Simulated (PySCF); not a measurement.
CH5CdNS, SMILES [S]([Cd][NH2])C. Geometry optimised at PBE-D3(BJ)/def2-SVP. The structure was generated by enumeration; whether it is a known compound was not checked. The def2 effective core potentials stand for the cores of Cd; spin–orbit coupling is left out. The values are those of a single conformer.

Computed with PBE-D3(BJ)/def2-SVP (PySCF).

Harmonic wavenumbers (cm⁻¹): 86, 91, 123, 146, 173, 332, 509, 596, 685, 764, 921, 932, 1283, 1402, 1406, 1482, 2979, 3082, 3084, 3397, 3494. Rotational constants (GHz): 12.78, 1.489, 1.355; symmetry number 1.

Problem. Work out the zero-point energy and the ideal-gas rigid-rotor harmonic-oscillator thermochemistry at 298.15 K and 1 atm.

Solution. ZPE = ½ Σ hcν = ½ × 26968 cm⁻¹ = 38.55 kcal/mol. H − E(el) = 43.78 kcal/mol. Entropy in cal/(mol K): translation 41.40, rotation 26.92, vibration 18.80, total 87.12. G − E(el) = 17.81 kcal/mol. Cp = 24.40 cal/(mol K). Modes under 150 cm⁻¹ make the vibrational entropy uncertain.
